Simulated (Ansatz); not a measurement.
Geometry optimisation, Ansatz, RKS BHLYP-D4/def2-SVP.

The input (input.yaml):

```yaml
crystal:
  periodic: [false, false, false]
  atoms:
    - { symbol: Sn, position_ang: [0.608858, -0.327783, -0.268083] }
    - { symbol: O, position_ang: [-0.650106, -0.242571, 2.620737] }
    - { symbol: H, position_ang: [-1.498967, -0.644576, 2.437927] }
    - { symbol: Cl, position_ang: [1.545223, -0.490423, -2.40802] }
    - { symbol: H, position_ang: [0.625301, 1.292983, 0.189209] }
    - { symbol: Cl, position_ang: [-1.544337, -1.216176, -0.552766] }
    - { symbol: S, position_ang: [1.826031, -1.863565, 1.169709] }
    - { symbol: H, position_ang: [1.354388, -2.941729, 0.525357] }
    - { symbol: H, position_ang: [-0.05009, -1.00346, 2.752529] }
basis:
  gaussian: { orbitals: def2-SVP }
hamiltonian:
  xc: { name: BHLYP }
  dispersion: d4
relax:
  f_tol: 0.03
  max_steps: 50
```

Command:

```bash
$ ansatz run input.yaml --threads 4 --pin off --max-ram 5120MiB --backend cpu --events-out ev --progress --plain --runs-dir out
```

Where does it end, and by what steps?

The forces met the threshold. After 16 steps the energy has fallen by 0.189 eV; H8 moved furthest, 1.00 Å.

```csv
step,energy less start (eV),largest force component (eV/Å),accepted
0,0.0000,0.768,yes
1,-0.0199,1.743,yes
2,-0.0552,1.712,yes
3,-0.0792,1.111,yes
4,-0.1189,0.532,yes
5,-0.1436,0.279,yes
6,-0.1607,0.127,yes
7,-0.1580,0.754,no
8,-0.1711,0.059,yes
9,-0.1765,0.315,yes
10,-0.1827,0.141,yes
11,-0.1405,0.319,no
12,-0.1853,0.184,yes
13,-0.1845,0.234,no
14,-0.1882,0.110,yes
15,-0.1885,0.043,yes
16,-0.1888,0.021,yes
```

```xyz
9
Properties=species:S:1:pos:R:3
Sn 0.476 -0.444 -0.033
O -0.573 -0.273 2.333
H -1.491 -0.488 2.153
Cl 1.369 -0.788 -2.196
H 0.714 1.195 0.288
Cl -1.808 -0.945 -0.389
S 1.608 -2.165 1.190
H 2.214 -2.651 0.099
H -0.293 -0.878 3.021
```

Whether the end is a true minimum wasn't checked by a vibrational analysis.

Time of the run: 39 s on 4 threads of Arm Neoverse V1, on a shared host, peak memory 0.32 GiB.
